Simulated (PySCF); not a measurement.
Working out the ionisation energy of N²⁺

N²⁺ [He] 2s2 2p1 (2P) → N³⁺ [He] 2s2 (1S). All numbers are calculated (PySCF 2.14, the spin-free X2C one-electron Hamiltonian (Gaussian nucleus), in aug-cc-pVQZ-DK (6s5p4d3f2g, 80 functions)). Frozen: 1s2. Energies in hartree (1 hartree = 27.21139 eV):

| part | N²⁺ (lower) | N³⁺ (upper) |
| --- | --- | --- |
| UHF | -52.849693 | -51.111757 |
| CCSD correlation | -0.086596 | -0.087531 |
| (T) | -0.001158 | 0.000000 |

Q: What does Hartree-Fock give?

A: (-51.111757) − (-52.849693) = 1.737936 hartree = 47.292 eV.

Q: What do CCSD and CCSD(T) give?

A: The CCSD correlation energies differ by -0.000935 hartree = -0.025 eV and the triples by 0.001158 hartree = 0.032 eV, so CCSD gives 47.267 eV and CCSD(T) 47.299 eV.

A first-order spin-orbit estimate adds 0.014 eV to CCSD(T) (valence), giving 47.313 eV against 47.445 eV (semi-empirical (NIST evaluation); NIST Atomic Spectra Database, ionization energies).

The coupled-cluster amplitudes are large, so a single reference is strained.

What remains against the reference includes basis incompleteness, the frozen core and higher excitations.
